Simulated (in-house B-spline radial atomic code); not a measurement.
Values are calculated unless marked as measured or tabulated.
# Two electrons in Si: a parabolic dot with ħω = 115 meV in all three directions with an ionised donor at its centre

For Si the NSM archive of the Ioffe Institute lists m_l = 0.98 m0, m_t = 0.19 m0 and ε = 11.7; the model takes one isotropic valley with the conductivity mass 3/(1/m_l + 2/m_t) = 0.26 m0, and so misses anisotropy and the other valleys. All triplets below are those of one valley; with several valleys two electrons can form a triplet in the 1s orbital itself, at an energy set by the valley splitting. Real donors also feel a central-cell potential, which shifts the ground state.

Effective-mass model with parabolic bands, a uniform dielectric constant, no image charges, no central-cell or spin-orbit terms. Two-electron levels come from full CI in B-splines with partial waves to l = 5 (up to 0.001 effective hartree above the limit).

Problem. What are the effective units, and what is the potential in them?

Solution. Ha* = 27211.386 meV × 0.26/11.7² = 51.68 meV and a* = 0.0529177 nm × 11.7/0.26 = 2.381 nm. The frequency is ω = 2.22 Ha*, with −1/r added.

In these units the lowest s and p orbitals lie at 1.4696 and 4.3915, and their Coulomb and exchange integrals are J_ss = 1.4010, J_sp = 1.0775 and K_sp = 0.1945. Full CI gives 4.2578 for the ground singlet, 6.7244 for the sp triplet, 7.0613 for the sp singlet and 8.6139 for the lowest triplet of two s orbitals.

Problem. What does it cost to add the second electron, to first order and exactly?

Solution. To first order E = 2ε_s + J_ss = 4.3402, so the charging energy E(2) − 2E(1) is J_ss = 72.41 meV. CI gives 4.2578 − 2 × (1.4696) = 1.3186, or 68.15 meV: relaxation and correlation lower it by 4.259 meV, 5.9 % of J_ss. The s² configuration of one-electron orbitals holds 98.8 % of the state, and the mean radius is 1.63 nm.

Problem. How far above the singlet do the triplets lie?

Solution. To first order the sp triplet lies at ε_s + ε_p + J_sp − K_sp = 6.7442, which is 124.2 meV above 2ε_s + J_ss. CI gives 6.7244 − (4.2578) = 2.4666, or 127.5 meV, 84 % of the orbital spacing of 151 meV. The ss triplet lies 225.1 meV up, so the lower of the two is the sp one, and its gap equals k_BT at 1480 K. The sp singlet-triplet splitting is 17.41 meV, against 2K_sp = 20.1 meV.
